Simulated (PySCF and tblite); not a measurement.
The numbers below are computed, except where a source is named.
System: C₅H₂N₂O₂, numbered as in [N:1]#[C:2][c:3]1[o:4][cH:5][n:6][c:7]1[CH:8]=[O:9].

Geometries: GFN2-xTB; energies: PBE0/pcSseg-1 + D3(BJ); zero-point and thermal terms from GFN2-xTB harmonic modes (soft modes blended into free rotors). Rates follow Eyring's equation with the number of equivalent paths and no tunnelling. (PySCF 2.14 with density fitting, tblite 0.8.)

(1) Estimate the barrier and the room-temperature rate of the rotation about the C7–C8 bond (torsion C3–C7–C8–O9 from 0° to 180°, rising).

Answers

(1) The electronic barrier is 8.7 kcal/mol and ΔG‡(298 K) 8.6 kcal/mol, over a C1 saddle with an imaginary mode of 121i cm⁻¹ (GFN2-xTB). With 2 equivalent paths, k is 6.4×10⁶ s⁻¹, a mean lifetime of the start of 160 ns against this motion. The end lies 1.9 kcal/mol above the start in free energy.
